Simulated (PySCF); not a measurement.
A calculated (PBE0, PySCF 2.14, x2c-TZVPPall with one added diffuse shell each of s, p, d, f type, the spin-free X2C one-electron Hamiltonian (Gaussian nucleus)) atom or ion has these occupied shells.

| shell | electrons | orbital energy (eV) | rms radius, mean of both spins (bohr) |
| --- | --- | --- | --- |
| 1s α | 1 | -76033.0 | 0.0197 |
| 1s β | 1 | -76033.0 | 0.0197 |
| 2s α | 1 | -13346.3 | 0.0796 |
| 2s β | 1 | -13346.1 | 0.0796 |
| 2p α | 3 | -11642.4 | 0.0727 |
| 2p β | 3 | -11642.2 | 0.0727 |
| 3s α | 1 | -3147.4 | 0.203 |
| 3s β | 1 | -3147.3 | 0.203 |
| 3p α | 3 | -2644.4 | 0.205 |
| 3p β | 3 | -2644.3 | 0.205 |
| 3d α | 5 | -2068.4 | 0.188 |
| 3d β | 5 | -2068.2 | 0.188 |
| 4s α | 1 | -688.40 | 0.450 |
| 4s β | 1 | -688.13 | 0.450 |
| 4p α | 3 | -521.73 | 0.479 |
| 4p β | 3 | -521.47 | 0.479 |
| 4d α | 5 | -310.59 | 0.514 |
| 4d β | 5 | -310.26 | 0.514 |
| 5s α | 1 | -113.15 | 1.04 |
| 5s β | 1 | -111.07 | 1.04 |
| 4f α | 7 | -77.792 | 0.592 |
| 4f β | 7 | -77.410 | 0.592 |
| 5p α | 3 | -69.538 | 1.21 |
| 5p β | 3 | -66.716 | 1.21 |
| 5d α | 5 | -19.360 | 1.79 |
| 5d β | 2 | -17.424 | 1.79 |
| 6p α | 1 | -9.257 | 3.77 |

Problem. Name the element and its charge.

Solution. Ir⁺ (iridium, charge +1), in [Xe] 4f14 5d7 6p1, one real determinant (an excited configuration).
